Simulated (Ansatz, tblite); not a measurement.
Cost and result up the ladder for SiF4 (5 atoms). Charge 0, multiplicity 1. Geometry: PBE-D4/def2-SVP.

```xyz
5

Si    0.000    0.000    0.000
F     1.080   -1.183    0.058
F    -1.475   -0.625   -0.051
F     0.249    0.888   -1.311
F     0.146    0.920    1.304
```

Ansatz on 4 threads of Arm Neoverse V1 on a shared host; xTB runs through tblite on one thread. Times are rough, summed over both states, and most runs start from the orbitals of an earlier one. PBE0-D4/def2-TZVP serves as the yardstick here, not as an exact answer. The other state is a doublet.

The xTB rows come from tblite. HOMO above LUMO, or a gap near zero within one spin, warns that the state may not be the lowest or that an electron is smeared out.

Run but left out: HF/def2-TZVPP, MP2/def2-TZVPP (charge +1 doublet: a determinant that CCSD turns far, T1 0.063).

Raw xTB energies of ions are shifted by several eV.

```json
{"level": "PBE0-D4/def2-TZVP", "functions": "161", "vertical IE (eV)": "15.37", "difference from PBE0-D4/def2-TZVP (eV)": "0.00", "remarks": "–"}
{"level": "GFN2-xTB", "functions": "25", "vertical IE (eV)": "18.97", "difference from PBE0-D4/def2-TZVP (eV)": "3.60", "remarks": "–"}
{"level": "r2SCAN-D4/def2-TZVP (with forces)", "functions": "161", "vertical IE (eV)": "14.76", "difference from PBE0-D4/def2-TZVP (eV)": "-0.61", "remarks": "–"}
{"level": "PBE-D4/def2-TZVP", "functions": "161", "vertical IE (eV)": "14.34", "difference from PBE0-D4/def2-TZVP (eV)": "-1.03", "remarks": "gap within one spin near zero (+1 doublet)"}
{"level": "GFN1-xTB", "functions": "25", "vertical IE (eV)": "19.05", "difference from PBE0-D4/def2-TZVP (eV)": "3.68", "remarks": "–"}
```

Problem. Estimate how long each takes.

Solution. GFN2-xTB 0.006 s; GFN1-xTB 0.007 s; PBE-D4/def2-TZVP 2.7 s; PBE0-D4/def2-TZVP 6.5 s; r2SCAN-D4/def2-TZVP (with forces) 6.7 s. On shared hardware such times vary by a factor of up to 3.
